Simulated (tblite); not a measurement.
Species: C₄H₄FO₃Si (doublet state).
Numbering: `[O:1]=[C:2]1[O:3][CH:4][O:5][CH:6]=[C:7]1[SiH2:8][F:9]` (hydrogens: H10 on C4; H11 on C6; H12, H13 on Si8)

The geometry is computed with GFN2-xTB (gas phase). This method treats the open shell by occupation alone, without spin polarisation.

(1) Give the optimised bond lengths and angles.

## Answers

(1) 
```tsv
bond	length (Å)	order
O1=C2	1.201	double
C2–O3	1.389	single
O3–C4	1.360	single
C4–O5	1.330	single
O5–C6	1.328	single
C6=C7	1.368	double
C7–Si8	1.869	single
Si8–F9	1.618	single
C2–C7	1.447	single
C4–H10	1.073	single
C6–H11	1.079	single
Si8–H12, Si8–H13	1.453	single
```

Bonds in one row agree within 0.01 Å and their mean is given. Orders are formal, as drawn. A selection of angles:
```tsv
angle	degrees
O1–C2–O3	118.0
O1–C2–C7	124.9
O3–C2–C7	117.1
C2–O3–C4	119.4
O3–C4–O5	123.2
C4–O5–C6	119.0
O5–C6–C7	123.0
C6–C7–Si8	126.2
C2–C7–C6	118.0
C2–C7–Si8	115.8
C7–Si8–F9	103.0
```

Dihedral angles: O1–C2–O3–C4 -179° (antiperiplanar); C2–O3–C4–O5 5° (synperiplanar); O3–C4–O5–C6 -7° (synperiplanar); C4–O5–C6–C7 4° (synperiplanar); O5–C6–C7–Si8 180° (antiperiplanar); C6–C7–Si8–F9 2° (synperiplanar); O1–C2–C7–C6 176° (antiperiplanar). The mirror-image conformer, all signs reversed, is as good.

C2 (carbon bonded to C and 2 O) is planar (angles 124.9°, 118.0° and 117.1°, sum 360.0°, 0.00 Å off the plane of its three neighbours). C4 (carbon bonded to 2 O and H) is almost planar (angles 123.2°, 117.6° and 116.3°, sum 357.2°, 0.12 Å off the plane of its three neighbours). Si8 (silicon bonded to C, F and 2 H) is distorted tetrahedral (angles from 103.0° to 116.2°). The 5 C–O bonds span 1.201 Å (O1=C2, drawn double) to 1.389 Å (C2–O3, drawn single), a spread of 0.188 Å. The 6-membered ring C2–O3–C4–O5–C6–C7 has internal angles of 117.1° to 123.2° (sum 720°, against 720° for a flat polygon); it is almost planar, 0.02 Å rms from its mean plane, widest ring torsion 7°. C6 (carbon bonded to C, O and H) is planar (angles 123.5°, 123.0° and 113.5°, sum 360.0°, 0.00 Å off the plane of its three neighbours). O3 (oxygen bonded to 2 C) is bent (angle 119.4°).

Point group: near Cs, missed by 0.21 Å at most; the miss may be what the optimiser left on a soft mode. Its GFN2-xTB frequencies are all real (lowest 57 cm⁻¹).
